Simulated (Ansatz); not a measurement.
Geometry optimisation, RKS PBE-D4/def2-SVP (Ansatz 0.2.0).

Input file:

```yaml
crystal:
  periodic: [false, false, false]
  atoms:
    - { symbol: B, position_ang: [0.048384, 0.475356, -0.376548] }
    - { symbol: O, position_ang: [-0.00379, -0.161316, 2.141924] }
    - { symbol: H, position_ang: [-0.963938, -0.343397, 2.142742] }
    - { symbol: H, position_ang: [1.06891, -0.111726, -0.639833] }
    - { symbol: F, position_ang: [-1.146698, -0.052312, -0.593542] }
    - { symbol: Cl, position_ang: [0.100633, 2.250834, 0.072427] }
    - { symbol: H, position_ang: [0.024098, 0.82726, 2.21233] }
basis:
  gaussian: { orbitals: def2-SVP }
hamiltonian:
  xc: pbe
  dispersion: d4
relax:
  f_tol: 0.03
  max_steps: 50
output:
  orbitals: {}
```

Run as:

```bash
$ ansatz run input.yaml --threads 1 --pin off --max-ram 2048MiB --backend cpu --events-out ev --progress --plain --runs-dir out
```

**Question.** Where does it end, and by what steps?

**Answer.** The run converged. After 8 steps the energy has fallen by 0.347 eV; O2 moved furthest, 0.48 Å. Joined: B1–O2 (2.60 → 1.72 Å).

```json
{"step": "0", "energy less start (eV)": "0.0000", "largest force component (eV/Å)": "0.804", "accepted": "yes"}
{"step": "1", "energy less start (eV)": "-0.0922", "largest force component (eV/Å)": "1.082", "accepted": "yes"}
{"step": "2", "energy less start (eV)": "-0.2161", "largest force component (eV/Å)": "0.922", "accepted": "yes"}
{"step": "3", "energy less start (eV)": "-0.2689", "largest force component (eV/Å)": "0.881", "accepted": "yes"}
{"step": "4", "energy less start (eV)": "-0.3319", "largest force component (eV/Å)": "0.243", "accepted": "yes"}
{"step": "5", "energy less start (eV)": "-0.3425", "largest force component (eV/Å)": "0.154", "accepted": "yes"}
{"step": "6", "energy less start (eV)": "-0.3462", "largest force component (eV/Å)": "0.058", "accepted": "yes"}
{"step": "7", "energy less start (eV)": "-0.3468", "largest force component (eV/Å)": "0.034", "accepted": "yes"}
{"step": "8", "energy less start (eV)": "-0.3472", "largest force component (eV/Å)": "0.016", "accepted": "yes"}
```

```xyz
7
Properties=species:S:1:pos:R:3
B 0.030 0.390 0.019
O 0.025 -0.017 1.690
H -0.876 -0.386 1.824
H 1.014 -0.156 -0.437
F -1.198 -0.073 -0.370
Cl 0.132 2.238 0.148
H 0.001 0.888 2.086
```

Run time: 22 s on 1 thread of Arm Neoverse V1, with other jobs on the host, peak memory 0.15 GiB.
